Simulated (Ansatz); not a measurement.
ClH$_{3}$NOSi (`N[Si](O)Cl`) radical: the same geometry under several functionals.

```yaml
crystal:
  periodic: [false, false, false]
  atoms:
    - {symbol: N, position_ang: [-0.447466, 1.069777, 0.302650]}
    - {symbol: Si, position_ang: [0.431300, -0.174723, -0.456054]}
    - {symbol: O, position_ang: [0.600644, -1.333256, 0.697375]}
    - {symbol: Cl, position_ang: [-0.699560, -0.791500, -2.082633]}
    - {symbol: H, position_ang: [-0.895866, 1.786742, -0.243488]}
    - {symbol: H, position_ang: [-0.176115, 1.392687, 1.217838]}
    - {symbol: H, position_ang: [1.248363, -2.017726, 0.518612]}
basis:
  gaussian: {orbitals: def2-TZVPP}
magnetization: {spin_polarized: true, initial_magnetization: 1}
hamiltonian: {xc: {name: BHLYP}, dispersion: d4}
output: {orbitals: {seedname: orbitals}}
```

```sh
$ ansatz run in.yaml --threads 4 --pin off --events-out ev --progress --plain
```

Shortened log:

```
Functional definition: BHLYP
1177 factors; their error is unknown
mean field evaluation 1: about -23981.0624 eV, gradient 4.7e1 eV
mean field evaluation 2: about -23976.9651 eV, gradient 5.7e1 eV
mean field evaluation 4: about -23988.9070 eV, gradient 1.9e0 eV
mean field evaluation 8: about -23988.9226 eV, gradient 5.0e-2 eV
mean field evaluation 16: about -23989.0640 eV, gradient 1.7e-4 eV
mean field -23989.06398733 eV, -881.5818411627 hartree, gradient 8.0e-5 eV, S^2 0.753724; 0 other end points of the search recorded, 0 dependent functions left out
reference -23989.06415081 eV, -881.5818471707 hartree; 25, 24 occupied and 163, 164 virtual orbitals, 1177 factors
Total energy: -23989.27124887 eV, -881.5894578838 hartree
```

Hardware: 4 threads of a server CPU on a shared host. Wall time 2.4 s, peak host memory 0.55 GiB.

With the line `hamiltonian: {xc: {name: LC-wPBE}, dispersion: d4}` (abridged; 2.1 s):

```
WARN the engine holds no damping parameters fitted to this dispersion correction and functional, so the run takes those fitted to pbe0 (hamiltonian.dispersion, under Limitations)
Functional definition: LC-wPBE
mean field evaluation 16: about -23982.8963 eV, gradient 2.5e-4 eV
mean field -23982.89633119 eV, -881.3551839801 hartree, gradient 5.4e-5 eV, S^2 0.752916
Total energy: -23983.03082339 eV, -881.3601264774 hartree
```

Changing it to `hamiltonian: {xc: {name: revPBE}, dispersion: d4}` (abridged; 1.8 s):

```
Functional definition: revPBE
mean field evaluation 16: about -23985.7452 eV, gradient 3.0e-3 eV
mean field -23985.74518781 eV, -881.4598775300 hartree, gradient 2.8e-5 eV, S^2 0.752104
Total energy: -23986.21802292 eV, -881.4772538998 hartree
```

The same input with `hamiltonian: {xc: {name: wB97M-V}}` and forces (abridged; 8 s):

```
Functional definition: wB97M-V
mean field evaluation 16: about -23988.5726 eV, gradient 4.6e-4 eV
mean field -23988.57262339 eV, -881.5637838711 hartree, gradient 5.8e-5 eV, S^2 0.751692
Total energy: -23988.57266395 eV, -881.5637853616 hartree
Atom 0 force    -0.044232     0.054015     0.037417 eV/Å
Atom 1 force     0.129659     0.083753    -0.067511 eV/Å
Atom 2 force     0.034199    -0.122603     0.069260 eV/Å
Atom 3 force    -0.068989    -0.031980    -0.065427 eV/Å
Atom 4 force     0.000895    -0.002158     0.024220 eV/Å
Atom 5 force    -0.019754     0.006358    -0.022389 eV/Å
Atom 6 force    -0.031779     0.012616     0.024431 eV/Å
Dipole moment:     0.271214     0.223548     0.219800 e Å
```

The same input with `hamiltonian: {xc: {name: B3LYP}, dispersion: d4}` and forces (abridged; 2.8 s):

```
Functional definition: B3LYP
mean field evaluation 16: about -23991.8662 eV, gradient 2.5e-4 eV
mean field -23991.86615117 eV, -881.6848187844 hartree, gradient 4.1e-5 eV, S^2 0.752144
Total energy: -23992.12839557 eV, -881.6944560884 hartree
Atom 0 force    -0.069763     0.103876     0.063854 eV/Å
Atom 1 force     0.208959     0.115331    -0.028460 eV/Å
Atom 2 force     0.033009    -0.140109     0.113179 eV/Å
Atom 3 force    -0.150984    -0.089541    -0.218890 eV/Å
Atom 4 force    -0.010794     0.025918     0.024700 eV/Å
Atom 5 force    -0.020220     0.029526     0.007682 eV/Å
Atom 6 force     0.009793    -0.045001     0.037936 eV/Å
Dipole moment:     0.257898     0.224568     0.224521 e Å
```

With the line `hamiltonian: {xc: {name: BLYP}, dispersion: d4}` (abridged; 1.8 s):

```
Functional definition: BLYP
mean field evaluation 16: about -23989.9744 eV, gradient 3.9e-4 eV
mean field -23989.97443420 eV, -881.6152994682 hartree, gradient 4.8e-5 eV, S^2 0.751561
Total energy: -23990.33029105 eV, -881.6283769662 hartree
```

LC-ωPBE has ω = 0.4 bohr⁻¹; the program lends it PBE0's D4 damping.

B3LYP takes the VWN-RPA correlation (the form of Gaussian; ORCA's B3LYP/G).
